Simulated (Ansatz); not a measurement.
Basis-set extrapolation for C3H10AlN, SMILES `NCC[CH2][AlH2]` (PBE0-D4/def2-TZVP geometry, frozen core, Ansatz). Multiplicity 1, RHF reference.

|  | def2-TZVPP | def2-QZVPP |
| --- | --- | --- |
| HF | -415.839942 | -415.855652 |
| MP2 correlation | -0.829311 | -0.883467 |
| CCSD(T) correlation | -0.918962 | not run |

Energies in hartree. Use E(X) = E(∞) + A·exp(−7.88·√X) for Hartree–Fock and E(X) = E(∞) + B·X^(−2.97) for correlation, with X = 3 and 4, and add CCSD(T) minus MP2 of the smaller set to the MP2 limit.

Question: What is the CCSD(T) energy at the basis-set limit?

Answer: HF limit: -415.855652 + (-0.015710) × 0.13774 = -415.85782. MP2 limit: -0.883467 + (-0.054156) × 0.74074 = -0.92358. Higher-order term: -0.918962 − (-0.829311) = -0.08965. Total: -416.87105 hartree, 3.05 eV below CCSD(T)/def2-TZVPP.
